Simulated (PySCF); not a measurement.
C3H4N (SMILES C=CC#[NH+]), charge +1, singlet, geometry from GFN2-xTB, atoms displaced at random by about 0.08 Å a coordinate; PySCF with PBE0/STO-3G, gradient.

Input for PySCF:
```python
from pyscf import gto, scf, dft

mol = gto.M(
    atom='''
C    -0.12691395   -1.56297494   -0.11237618
C     0.70470136   -0.55268161    0.06135972
C     0.08983377    0.74021207    0.07012503
H    -1.24275782   -1.80243790    0.09562087
H     0.49846714   -2.63613950    0.11979720
H     1.77775113   -0.56673811    0.09654058
N    -0.36497087    1.71405436   -0.11152071
H    -0.79285806    2.80966600   -0.12614841
''',
    basis='sto-3g',
    charge=1,
    verbose=3,
)

mf = dft.RKS(mol)
mf.xc = 'pbe0'
mf.grids.level = 5
mf.kernel()
g = mf.nuc_grad_method()
g.grid_response = False
grad = g.kernel()
```

**Question.** Predict the main parts of the log of this PySCF run.

**Answer.** 
```
converged SCF energy = -168.752230569163
--------------- RKS gradients ---------------
         x                y                z
0 C    -0.0080669393     0.1586093298    -0.0626747502
1 C     0.0217073687    -0.0425654944     0.0033243202
2 C    -0.1440963315     0.2787745232    -0.0373297453
3 H    -0.0311440197    -0.0304595304     0.0213826566
4 H     0.0422157592    -0.0644268089     0.0328743974
5 H    -0.0229976866     0.0041532412    -0.0020353209
6 N     0.1701656278    -0.3825687419     0.0435443167
7 H    -0.0277842648     0.0784830575     0.0009151953
----------------------------------------------
```
